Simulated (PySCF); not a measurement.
H8OSi3, SMILES O[SiH]([SiH3])[SiH3]. The structure is a stationary point at PBE0-D3(BJ)/def2-SVP. One conformer was computed; it need not be the lowest.

Computed equilibrium geometry at PBE0-D3(BJ)/def2-SVP (PySCF confirms it by a frequency run) as bond lengths and angles (one conformer of several):
Atoms: Si1 O2 Si3 Si4 H5 H6 H7 H8 H9 H10 H11 H12. Bonded distances (Å): Si1–O2 1.679, Si1–Si3 2.354, Si1–Si4 2.354, Si1–H5 1.492, O2–H6 0.962, Si3–H7 1.498, Si3–H8 1.496, Si3–H9 1.497, Si4–H10 1.498, Si4–H11 1.497, Si4–H12 1.496. Angles (°): O2–Si1–Si3 111.7, O2–Si1–Si4 111.7, O2–Si1–H5 105.7, Si3–Si1–Si4 108.8, Si3–Si1–H5 109.5, Si4–Si1–H5 109.4, Si1–O2–H6 115.8, Si1–Si3–H7 109.4, Si1–Si3–H8 111.8, Si1–Si3–H9 109.9, H7–Si3–H8 108.3, H7–Si3–H9 108.2, H8–Si3–H9 109.1, Si1–Si4–H10 109.5, Si1–Si4–H11 109.9, Si1–Si4–H12 111.8, H10–Si4–H11 108.2, H10–Si4–H12 108.3, H11–Si4–H12 109.1.
